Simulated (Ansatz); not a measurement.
`[OH][GeH2][GeH3]` + `NCO[SiH3]` → `[OH][GeH2][SiH3]` + `NC[O][GeH3]`  (redistribution)

Calculated with Ansatz (gas phase, PBE0-D4/def2-TZVP geometries, no zero-point term in ΔE). CCSD(T)/CBS is the MP2 limit (def2-TZVPP, def2-QZVPP) plus CCSD(T) − MP2 in def2-TZVPP, frozen cores. DFT in def2-TZVPP. B3LYP here is the variant with VWN-RPA as its local correlation; programs differ in this. For Ge outer-core shells are correlated without core-valence functions, which leaves a few kJ/mol of doubt a bond. Scalar relativity is left out up to krypton. Each species was taken in one conformer, which may not be the lowest.

```json
{"level": "PBE-D4", "ΔE (kcal/mol)": "17.1", "difference from CCSD(T)/CBS": "-2.0"}
{"level": "PBE0-D4", "ΔE (kcal/mol)": "18.1", "difference from CCSD(T)/CBS": "-1.0"}
{"level": "B3LYP-D4", "ΔE (kcal/mol)": "19.3", "difference from CCSD(T)/CBS": "0.2"}
{"level": "ωB97M-V", "ΔE (kcal/mol)": "19.5", "difference from CCSD(T)/CBS": "0.4"}
{"level": "PBE", "ΔE (kcal/mol)": "17.1", "difference from CCSD(T)/CBS": "-2.0"}
{"level": "r2SCAN", "ΔE (kcal/mol)": "18.6", "difference from CCSD(T)/CBS": "-0.5"}
{"level": "SCS-MP2/def2-TZVPP", "ΔE (kcal/mol)": "18.9", "difference from CCSD(T)/CBS": "-0.2"}
{"level": "CCSD/def2-TZVPP", "ΔE (kcal/mol)": "18.9", "difference from CCSD(T)/CBS": "-0.2"}
{"level": "SCS-MP2/def2-QZVPP", "ΔE (kcal/mol)": "19.3", "difference from CCSD(T)/CBS": "0.2"}
{"level": "MP2/CBS(def2)", "ΔE (kcal/mol)": "20.0", "difference from CCSD(T)/CBS": "0.9"}
{"level": "CCSD(T)/CBS", "ΔE (kcal/mol)": "19.1", "difference from CCSD(T)/CBS": "0"}
```

Largest T1 diagnostic among the species: 0.012.

From PBE to PBE0 (25 % exact exchange), in def2-TZVPP and without D4, ΔE moves by +1.1 kcal/mol. In def2-TZVPP, CCSD(T) changes the Hartree–Fock value by −1.9 kcal/mol (the triples alone add −0.5 kcal/mol) and MP2 by −1.0 kcal/mol.
